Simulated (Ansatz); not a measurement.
Two members of one family (Series E3X8), computed with Ansatz in the gas phase; def2 core potentials for Sn, no spin–orbit coupling. The two geometries come from different levels. Binding counts from free atoms in the multiplicity of their measured ground term, without zero-point energy. A dash marks a value that wasn't run or was left out as unsound. The structures are stationary points that may keep the symmetry of their start.

First: Ge3F8 (singlet, charge 0, PBE-D4/def2-SVP geometry).

```xyz
11

Ge    0.151   -1.295   -1.722
F     0.195   -3.017   -1.928
F     1.554   -0.637   -2.505
F    -1.235   -0.698   -2.583
Ge    0.056   -0.611    0.640
F     1.513   -1.188    1.409
F    -1.272   -1.471    1.375
Ge   -0.193    1.764    1.230
F    -1.673    2.409    0.590
F     1.103    2.704    0.552
F    -0.199    2.039    2.943
```

| level | HOMO (eV) | LUMO (eV) | gap (eV) | vertical IE (eV) | vertical triplet (eV) | binding per atom (eV) |
| --- | --- | --- | --- | --- | --- | --- |
| PBE-D4/def2-SVP | -8.53 | -3.96 | 4.57 | – | – | 4.09 |
| PBE-D4/def2-TZVP | -8.79 | -4.19 | 4.60 | 11.36 | 4.36 | 4.06 |
| r2SCAN-D4/def2-TZVP | -9.20 | -4.01 | 5.18 | – | 4.68 | 3.96 |
| PBE0-D4/def2-SVP | -10.14 | -3.23 | 6.91 | – | – | 3.83 |
| PBE0-D4/def2-TZVP | -10.26 | -3.35 | 6.91 | 12.09 | 4.97 | 3.85 |

Second: Sn3H8 (singlet, charge 0, PBE0-D4/def2-SVP geometry).

```csv
atom,x (Å),y (Å),z (Å)
Sn1,-1.468,1.583,-0.905
H2,-0.403,2.552,-1.836
H3,-2.975,1.490,-1.719
H4,-1.713,2.352,0.607
Sn5,-0.375,-0.944,-0.512
H6,0.159,-1.580,-2.016
H7,-1.589,-1.999,0.089
Sn8,1.750,-0.881,1.281
H9,2.416,-2.444,1.515
H10,2.984,0.158,0.700
H11,1.213,-0.284,2.796
```

Question: Estimate how these quantities change from the first to the second (second minus first).

Answer: 
```
              level  Δ HOMO (eV)  Δ LUMO (eV)  Δ gap (eV)  Δ vertical IE (eV)  Δ vertical triplet (eV)  Δ binding per atom (eV)
    PBE-D4/def2-SVP         2.15         2.33        0.17                   –                        –                    -1.84
   PBE-D4/def2-TZVP         2.36         2.39        0.03               -2.55                     0.01                    -1.80
r2SCAN-D4/def2-TZVP         2.54         2.48       -0.06                   –                    -0.11                    -1.65
   PBE0-D4/def2-SVP         2.82         2.37       -0.45                   –                        –                    -1.58
  PBE0-D4/def2-TZVP         2.91         2.33       -0.58               -3.11                    -0.29                    -1.58
```
